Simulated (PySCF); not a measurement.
## Ionisation energy of La⁵³⁺ by level of theory

La⁵³⁺ [He] 2s2 → La⁵⁴⁺ [He] 2s1 [2s1/2^1, M_J = 1/2], as a difference of total energies. All numbers are calculated (PySCF 2.14, the two-component X2C-1e Hamiltonian, in an even-tempered Gaussian basis (17 s from 33 bohr⁻², ratio 2.4; 12 p from 43 bohr⁻², ratio 2.4; 5 d from 140 bohr⁻², ratio 2.6; 4 f from 200 bohr⁻², ratio 2.6)). Correlated levels: nothing frozen; the 26 highest virtual spinors dropped. "Screened" scales the spin-orbit matrix elements by Boettger's factors to mimic the two-electron term; Breit and QED terms are absent.

```json
{"method": "GMP2 (spin-free)", "ionisation energy (eV)": "10805.3"}
{"method": "GHF (screened spin-orbit)", "ionisation energy (eV)": "10799.7"}
{"method": "GMP2 (screened spin-orbit)", "ionisation energy (eV)": "10806.1"}
```

Q: How much does correlation contribute at GMP2 (screened spin-orbit)?

A: 10806.1 − (10799.7) = 6.4 eV, measured against GHF (screened spin-orbit).

For this ion Breit and QED terms and the two-electron picture change, all absent here, outweigh the correlation shift from GHF to GMP2.

For comparison: 10789 ± 5 eV (theoretical estimate listed by NIST; NIST Atomic Spectra Database, ionization energies).
